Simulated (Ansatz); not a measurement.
Cost and result for the atomization energy of `[Cl][Ge]([Cl])([Br])[Br]` (5 atoms, 4 bonds).

```xyz
5

Cl    2.0469   -0.3294    0.5139
Ge    0.0131    0.0129    0.0159
Cl   -0.6907    1.6686    1.1406
Br   -0.1556    0.4777   -2.2030
Br   -1.2136   -1.8299    0.5325
```

Charge 0, multiplicity 1. Correlated methods include outer-core shells of Br, Ge, which these sets cover unevenly. Scalar relativity is left out up to krypton. Geometry: relaxed with PBE0-D4/def2-TZVP. Program: Ansatz. All runs use 4 threads of an Arm Neoverse V2 on a shared host. Times are those of one run each, without the atoms' runs, and a repeat can differ threefold. Electronic energies, without spin–orbit coupling; frozen cores. CCSD(T)/CBS adds CCSD(T) − MP2 in def2-TZVPP to the MP2 limit, and its time is that of the two runs behind it. T1 = 0.008. With those shells the extrapolation isn't a true limit. B3LYP takes the VWN-RPA correlation (the form of Gaussian; ORCA's B3LYP/G).

CCSD(T)/CBS is a level of theory with its own doubt, some kJ/mol a heavy atom from the limit and from the frozen cores, so smaller differences don't rank the functionals.

```tsv
level	functions	wall time
LDA (SPW92)/def2-TZVPP	228	1.6 s
PBE0-D4/def2-TZVPP	228	7 s
BHLYP-D4/def2-TZVPP	228	8 s
CAM-B3LYP-D4/def2-TZVPP	228	8 s
r2SCAN-D4/def2-TZVPP (with forces)	228	8.5 s
B3LYP-D4/def2-TZVPP (with forces)	228	11 s
r2SCANh-D4/def2-TZVPP	228	12 s
B97M-V/def2-TZVPP	228	13 s
ωB97X-V/def2-TZVPP	228	14 s
CCSD(T)/def2-SVP	132	19 s
MP2/def2-QZVPP	407	32 s
CCSD(T)/def2-TZVPP	228	5.7 min
CCSD(T)/CBS(def2)	–	6.2 min
```

Task: What atomization energy does each give, and how far from CCSD(T)/CBS? (Best estimate.)

Result: The calculation gave: 
```csv
level,atomization (kJ/mol),difference from CCSD(T)/CBS,per bond
LDA (SPW92)/def2-TZVPP,1551.7,232.0,58.0
PBE0-D4/def2-TZVPP,1320.3,0.6,0.2
BHLYP-D4/def2-TZVPP,1232.5,-87.2,-21.8
CAM-B3LYP-D4/def2-TZVPP,1258.3,-61.4,-15.3
r2SCAN-D4/def2-TZVPP (with forces),1336.5,16.8,4.2
B3LYP-D4/def2-TZVPP (with forces),1262.1,-57.6,-14.4
r2SCANh-D4/def2-TZVPP,1322.3,2.6,0.6
B97M-V/def2-TZVPP,1334.0,14.3,3.6
ωB97X-V/def2-TZVPP,1314.7,-5.0,-1.3
CCSD(T)/def2-SVP,1167.6,-152.1,-38.0
MP2/def2-QZVPP,1378.6,58.9,14.7
CCSD(T)/def2-TZVPP,1269.8,-49.9,-12.5
CCSD(T)/CBS(def2),1319.7,0.0,0.0
```

Leaving LDA and LC-ωPBE aside and taking each functional with its dispersion term where it has one, the values, not all of them listed here, spread over 112.1 kJ/mol, from BHLYP-D4 to PBE-D4. LDA lies +234.3 kJ/mol from PBE without D4, its usual overbinding. In def2-TZVPP, CCSD(T) changes the Hartree–Fock value by +374.4 kJ/mol (the triples alone add +43.9 kJ/mol) and MP2 by +455.7 kJ/mol; breaking electron pairs costs correlation energy, which Hartree–Fock lacks. From BLYP to BHLYP (50 % exact exchange), in def2-TZVPP and without D4, the atomization energy moves by −12.5 kJ/mol: exact exchange takes away binding that semilocal exchange gives to molecules.

For some Ge, Se and Sn compounds the MP2-based and the directly extrapolated limit differ by 10 to 25 kJ/mol.
